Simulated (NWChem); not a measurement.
The numbers come from NWChem runs, not from measurements. System: H₂ClGaS₂, charge 0, spin multiplicity 1, displaced from the optimised geometry. The structure started from a generated list of species.

Input file:

```
start mol
memory heap 200 mb stack 800 mb global 1000 mb
geometry units angstroms nocenter noautoz
  Ga     0.000000     0.000000     0.007421
  Cl     0.000000     0.000000    -2.194095
  S      2.020308     0.000000     1.015029
  H      1.474493     0.000000     2.294312
  S     -2.020308     0.000000     1.015029
  H     -1.474493     0.000000     2.294312
  symmetry group C2v
end
basis spherical
  * library def2-svp
end
dft
  xc becke88 lyp
  semidirect memsize 60000000 filesize 0
  iterations 100
  vectors input hcore
end
task dft gradient
```

The output up to the point where the run's verdict is printed (cleaned and shortened):

```
             Northwest Computational Chemistry Package (NWChem) 7.3.0
             --------------------------------------------------------

                                NWChem Input Module
                                -------------------

 Scaling coordinates for geometry "geometry" by  1.889725989
 (inverse scale =  0.529177249)

 Turning off AUTOSYM since
 SYMMETRY directive was detected!

                             Geometry "geometry" -> ""
                             -------------------------

 Output coordinates in angstroms (scale by  1.889725989 to convert to a.u.)

  No.       Tag          Charge          X              Y              Z
 ---- ---------------- ---------- -------------- -------------- --------------
    1 Ga                  31.0000     0.00000000     0.00000000     0.00742100
    2 Cl                  17.0000     0.00000000     0.00000000    -2.19409500
    3 S                   16.0000     2.02030800     0.00000000     1.01502900
    4 H                    1.0000     1.47449300     0.00000000     2.29431200
    5 S                   16.0000    -2.02030800     0.00000000     1.01502900
    6 H                    1.0000    -1.47449300     0.00000000     2.29431200

 Effective nuclear repulsion energy (a.u.)     501.4048427179

            Nuclear Dipole moment (a.u.)
            ----------------------------
        X                 Y               Z
 ---------------- ---------------- ----------------
     0.0000000000     0.0000000000    -0.0000226767

      Symmetry information
      --------------------

 Group name             C2v
 Group number             16
 Group order               4
 No. of unique centers     4

      Symmetry unique atoms

     1    2    3    4


 Summary of "ao basis" -> "" (spherical)
 ------------------------------------------------------------------------------
       Tag                 Description            Shells   Functions and Types
 ---------------- ------------------------------  ------  ---------------------
 *                          def2-svp                  on all atoms

                                 NWChem DFT Module
[...]
 d= 0,ls=0.5,diis    52  -3181.8233993874 -3.45D-06  7.68D-05  2.43D-05    11.2
 d= 0,ls=0.5,diis    53  -3181.8234035237 -4.14D-06  6.82D-05  1.77D-05    11.3
 d= 0,ls=0.5,diis    54  -3181.8234053690 -1.85D-06  6.13D-05  2.14D-05    11.5
 d= 0,ls=0.5,diis    55  -3181.8234056722 -3.03D-07  5.62D-05  3.14D-05    11.7
 d= 0,ls=0.5,diis    56  -3181.8234066920 -1.02D-06  5.26D-05  3.54D-05    11.9
 d= 0,ls=0.5,diis    57  -3181.8234072942 -6.02D-07  5.23D-05  4.08D-05    12.1
 d= 0,ls=0.5,diis    58  -3181.8234097859 -2.49D-06  5.15D-05  3.60D-05    12.3
 d= 0,ls=0.5,diis    59  -3181.8234120419 -2.26D-06  6.79D-05  3.04D-05    12.5
 d= 0,ls=0.5,diis    60  -3181.8234168348 -4.79D-06  7.05D-05  1.57D-05    12.7
 d= 0,ls=0.5,diis    61  -3181.8234202394 -3.40D-06  5.75D-05  7.89D-06    12.9
 d= 0,ls=0.5,diis    62  -3181.8234214560 -1.22D-06  5.15D-05  1.14D-05    13.0
 d= 0,ls=0.5,diis    63  -3181.8234219909 -5.35D-07  4.82D-05  1.67D-05    13.2
 d= 0,ls=0.5,diis    64  -3181.8234212887  7.02D-07  4.09D-05  2.75D-05    13.4
 d= 0,ls=0.5,diis    65  -3181.8234211632  1.26D-07  3.86D-05  3.33D-05    13.5
 d= 0,ls=0.5,diis    66  -3181.8234223403 -1.18D-06  3.70D-05  3.15D-05    13.8
 d= 0,ls=0.5,diis    67  -3181.8234230474 -7.07D-07  3.76D-05  3.25D-05    14.0
 d= 0,ls=0.5,diis    68  -3181.8234245845 -1.54D-06  6.51D-05  2.93D-05    14.2
 d= 0,ls=0.5,diis    69  -3181.8234294768 -4.89D-06  4.25D-05  7.93D-06    14.4
 d= 0,ls=0.5,diis    70  -3181.8234293215  1.55D-07  4.58D-05  1.55D-05    14.5
 d= 0,ls=0.5,diis    71  -3181.8234311280 -1.81D-06  3.84D-05  1.07D-05    14.8
 d= 0,ls=0.5,diis    72  -3181.8234313528 -2.25D-07  3.51D-05  1.48D-05    15.0
 d= 0,ls=0.5,diis    73  -3181.8234315565 -2.04D-07  3.72D-05  1.74D-05    15.2
 d= 0,ls=0.5,diis    74  -3181.8234329922 -1.44D-06  3.35D-05  1.40D-05    15.3
 d= 0,ls=0.5,diis    75  -3181.8234333757 -3.84D-07  3.08D-05  1.58D-05    15.5
 d= 0,ls=0.5,diis    76  -3181.8234334482 -7.25D-08  2.96D-05  1.90D-05    15.7
 d= 0,ls=0.5,diis    77  -3181.8234339419 -4.94D-07  2.78D-05  1.91D-05    15.9
 d= 0,ls=0.5,diis    78  -3181.8234342833 -3.41D-07  6.88D-05  2.05D-05    16.1
 d= 0,ls=0.5,diis    79  -3181.8234383702 -4.09D-06  4.01D-05  2.19D-06    16.3
 d= 0,ls=0.5,diis    80  -3181.8234389459 -5.76D-07  3.55D-05  3.29D-06    16.5
 d= 0,ls=0.5,diis    81  -3181.8234393929 -4.47D-07  3.18D-05  4.48D-06    16.7
 d= 0,ls=0.5,diis    82  -3181.8234390533  3.40D-07  3.17D-05  9.41D-06    16.8
 d= 0,ls=0.5,diis    83  -3181.8234399802 -9.27D-07  3.04D-05  6.56D-06    17.0
 d= 0,ls=0.5,diis    84  -3181.8234405844 -6.04D-07  2.77D-05  6.68D-06    17.2
 d= 0,ls=0.5,diis    85  -3181.8234405341  5.03D-08  2.80D-05  9.21D-06    17.4
 d= 0,ls=0.5,diis    86  -3181.8234412608 -7.27D-07  2.65D-05  7.24D-06    17.6
 d= 0,ls=0.5,diis    87  -3181.8234416722 -4.11D-07  2.40D-05  7.37D-06    17.8
 d= 0,ls=0.5,diis    88  -3181.8234417502 -7.80D-08  4.36D-05  9.00D-06    18.0
 d= 0,ls=0.5,diis    89  -3181.8234435213 -1.77D-06  2.99D-05  1.56D-06    18.2
 d= 0,ls=0.5,diis    90  -3181.8234438247 -3.03D-07  2.58D-05  2.32D-06    18.4
 d= 0,ls=0.5,diis    91  -3181.8234436487  1.76D-07  2.22D-05  5.36D-06    18.6
 d= 0,ls=0.5,diis    92  -3181.8234436994 -5.07D-08  2.38D-05  6.59D-06    18.8
 d= 0,ls=0.5,diis    93  -3181.8234442485 -5.49D-07  2.09D-05  5.13D-06    19.0
 d= 0,ls=0.5,diis    94  -3181.8234442596 -1.10D-08  1.92D-05  6.64D-06    19.2
 d= 0,ls=0.5,diis    95  -3181.8234443139 -5.43D-08  2.40D-05  7.51D-06    19.3
 d= 0,ls=0.5,diis    96  -3181.8234450829 -7.69D-07  2.37D-05  4.52D-06    19.5
 d= 0,ls=0.5,diis    97  -3181.8234456207 -5.38D-07  1.98D-05  3.25D-06    19.7
 d= 0,ls=0.5,diis    98  -3181.8234455878  3.29D-08  2.83D-05  4.64D-06    19.8
 d= 0,ls=0.5,diis    99  -3181.8234463766 -7.89D-07  2.11D-05  1.67D-06    20.0
 d= 0,ls=0.5,diis   100  -3181.8234464767 -1.00D-07  1.86D-05  2.56D-06    20.2
```

Convergence was not reached. The next line reads: Calculation failed to converge. NWChem stopped with the message: dft gradient failed.
